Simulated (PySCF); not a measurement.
SMILES Cl[Si](Cl)(Cl)/C=C\[Si](Cl)(Cl)Cl (C₂H₂Cl₆Si₂), singlet at its GFN2-xTB optimised geometry (Å):

```
12

Cl    -3.9291    -1.9404     2.7521
Si    -2.4455    -0.9709     1.7805
Cl    -2.3103     0.9161     2.4823
Cl    -2.8681    -0.9461    -0.1907
C     -0.8538    -1.9172     2.1798
C      0.3215    -1.9046     1.5514
Si     0.8476    -0.9542     0.0000
Cl     2.8681    -0.9542     0.0000
Cl     0.1828    -1.9127    -1.6462
Cl     0.1973     0.9542     0.0000
H     -0.9344    -2.5497     3.0584
H      1.1074    -2.5274     1.9671
```

Calculation: PySCF 2.14.0 with PBE/def2-TZVP.

Map of the LUMO amplitude (bohr^(-3/2)) on the plane z = 0.8 Å; orbital energy -2.91 eV, overall sign arbitrary:

```
|33333333333333333333333333333|
|33333333333333333333333333333|
|33333333333333333333333333333|
|33333333333333333333333333333|
|33333333333333333333333333333|
|33333333333333333333333333333|
|33334444433333333333333333333|
|33344444443333333333333333333|
|33344444443333334433333333333|
|33344444443333444443333333333|
|33344444433334444443333333333|
|33334443333344454443333333333|
|33333333333444444333334444333|
|33333333444444433333344444433|
|33333444444443322222344444433|
|33344444444443210012344444433|
|33444444444443210002345444433|
|33444443333344321012344444333|
|33444332223344543223344443333|
|34443332222346776544444433333|
|34433322212346998654444333333|
|33333322222346898654444333333|
|33333332222345677654444333333|
|33333333223344566554444333333|
|33333333333344455544444333333|
|33333333333334444444444333333|
|33333333333334444444443333333|
|33333333333334444444433333333|
|33333333333333444444333333333|
```
Scale: ten equal steps from -0.083 (start of '0') to 0.128 (end of '9'), in the order '0123456789'; x runs from -5.00 to 5.00, y from -5.00 (bottom) to 5.00 (top).
